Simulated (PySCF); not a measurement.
**HfOF₂: from structure and modes to constants**

Computed with PBE0/[Hf def2-TZVP with ECP60, O def2-TZVP, F def2-TZVP], scalar-relativistic core potentials, density fitting, no spin–orbit coupling, PySCF.

The singlet minimum has Cs symmetry. Masses (u): Hf 179.94655, O 15.99492, F 18.99840.

```xyz
4
charge 0 multiplicity 1, angstrom
Hf    0.0281    0.0000   -0.1239
O     1.7034    0.0000    0.3952
F    -0.8457    1.6430    0.3810
F    -0.8457   -1.6430    0.3810
```

Harmonic wavenumbers (cm⁻¹): 106.6 (a', ×1), 179.7 (a', ×1), 240.1 (a'', ×1), 621.5 (a'', ×1), 624.6 (a', ×1), 944.7 (a', ×1).

**Question.** Find the principal moments of inertia and the rotational constants. What kind of rotor is it?

**Answer.** About the centre of mass I = 84.491, 113.26, 176.36 u Å². With B = 16.8576/I this gives 0.1995, 0.1488, 0.09559 cm⁻¹. The molecule is an asymmetric top with κ = 0.02.

**Question.** What is the harmonic zero-point energy?

**Answer.** Half the sum of all 6 wavenumbers, 2717/2 = 1359 cm⁻¹, which is 16.3 kJ/mol (1 cm⁻¹ = 0.0119627 kJ/mol).

Only a few start shapes were tried, so a lower isomer may exist. No spin–orbit coupling is included, which matters more the heavier the element.
